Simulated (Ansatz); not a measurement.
# SiH2O2F2 (SMILES O[Si](O)(F)F): the energy to break a bond

SiH2O2F2: 7 atoms, total charge 0, spin state singlet. As SMILES, `O[Si](O)(F)F`. The shape was relaxed beforehand at PBE0/def2-SVP. This is one conformer, not always the lowest.

```xyz
7

O    -1.1402    0.4480    0.9042
Si   -0.0098   -0.0176   -0.1659
O     1.3411   -0.3896    0.6565
F    -0.4794   -1.2825   -1.0413
F     0.2321    1.1507   -1.2445
H    -1.8359    1.0335    0.5929
H     1.9534   -1.0106    0.2525
```

Wanted: the dissociation energy of the F5–Si2 bond into doublet F and doublet SiH2O2F (shapes relaxed at PBE0/def2-SVP, no zero-point term). 1 Eh = 2625.50 kJ/mol = 27.2114 eV. Totals in Eh; open shells run unrestricted unless said.

```
                                   level  program     SiH2O2F2   doublet F  doublet SiH2O2F
                            PBE/def2-SVP   Ansatz  -640.185125  -99.539757      -540.390465
                        wB97M-V/def2-SVP   Ansatz  -640.580209  -99.614309      -540.701972
CCSD(T)/def2-SVP, 9 core orbitals frozen   Ansatz  -639.421984  -99.434717      -539.738224
```

Question: Work out the dissociation energy at each level.

Answer: 
1. PBE/def2-SVP: (-99.539757) + (-540.390465) − (-640.185125) = 0.254903 Eh = 669.2 kJ/mol = 6.94 eV.
2. wB97M-V/def2-SVP: (-99.614309) + (-540.701972) − (-640.580209) = 0.263928 Eh = 692.9 kJ/mol = 7.18 eV.
3. CCSD(T)/def2-SVP: (-99.434717) + (-539.738224) − (-639.421984) = 0.249043 Eh = 653.9 kJ/mol = 6.78 eV.

The levels span 654 to 693 kJ/mol; no measured value is set beside them. A bond enthalpy at 298 K also holds the loss of zero-point energy and thermal terms.
